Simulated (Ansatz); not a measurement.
Reaction (formal exchange of groups at a Ge–O bond): `[OH][Ge]([OH])([OH])[Cl]` + `C=CC[SiH3]` → `[OH][Ge]([OH])([SiH3])[Cl]` + `C=CCO`

Isolated molecules relaxed with PBE0-D4/def2-TZVP in Ansatz; ΔE leaves out vibrations. CCSD(T)/CBS adds triple-zeta CCSD(T) − MP2 to the extrapolated MP2 energy (def2 sets, frozen cores). For Ge outer-core shells are correlated without core-valence functions, which leaves a few kJ/mol of doubt a bond. Scalar relativity is left out up to krypton. Each species was taken in one conformer, which may not be the lowest.

```json
{"level": "MP2/def2-TZVPP", "ΔE (kJ/mol)": "117.9"}
{"level": "SCS-MP2/def2-QZVPP", "ΔE (kJ/mol)": "112.2"}
{"level": "HF/CBS(def2)", "ΔE (kJ/mol)": "109.9"}
{"level": "MP2/CBS(def2)", "ΔE (kJ/mol)": "113.2"}
```

Problem. What does CCSD(T)/CBS give? (An estimate is asked.)

Solution. Computed: +102.3 kJ/mol. The listed levels differ from it by 15.6, 9.9, 7.6, 10.9 kJ/mol.

Largest T1 diagnostic among the species: 0.012.

From PBE to PBE0 (25 % exact exchange), in def2-TZVPP and without D4, ΔE moves by +8.7 kJ/mol.
